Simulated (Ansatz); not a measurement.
Relaxation of F4H2STi (8 atoms, charge 0, multiplicity 1), to a largest force component of 0.03 eV/Å in at most 50 steps.

Theory: RKS B3LYP/def2-SVP in Ansatz 0.2.0.

```xyz
8
Properties=species:S:1:pos:R:3
Ti -0.504 0.194 -0.416
F -0.087 -1.083 2.292
F 0.881 0.965 0.273
F -0.742 0.933 -1.964
F -0.380 -1.504 -0.728
S -2.437 0.678 0.890
H -3.019 -0.471 0.449
H -0.842 -0.585 2.503
```

Where does it end, and by what steps?

The run converged. After 8 steps the energy has fallen by 0.150 eV; F2 moved furthest, 0.40 Å. Joined: Ti1–F2 (3.02 → 2.39 Å).

| step | energy less start (eV) | largest force component (eV/Å) | accepted |
| --- | --- | --- | --- |
| 0 | 0.0000 | 0.509 | yes |
| 1 | -0.0733 | 0.290 | yes |
| 2 | -0.1088 | 0.420 | yes |
| 3 | -0.1310 | 0.368 | yes |
| 4 | -0.1399 | 0.340 | yes |
| 5 | -0.1464 | 0.253 | yes |
| 6 | -0.1488 | 0.089 | yes |
| 7 | -0.1492 | 0.116 | yes |
| 8 | -0.1498 | 0.024 | yes |

```xyz
8
Properties=species:S:1:pos:R:3
Ti -0.449 0.104 -0.202
F -0.090 -0.868 1.957
F 0.965 0.981 0.283
F -0.820 0.816 -1.737
F -0.288 -1.566 -0.648
S -2.406 0.619 1.039
H -3.078 -0.373 0.403
H -0.964 -0.587 2.204
```

Time of the run: 28 s on 4 threads of Intel(R) Xeon(R) Platinum 8175M CPU @ 2.50GHz (Skylake/Cascade Lake) (shared host), peak memory 0.32 GiB.
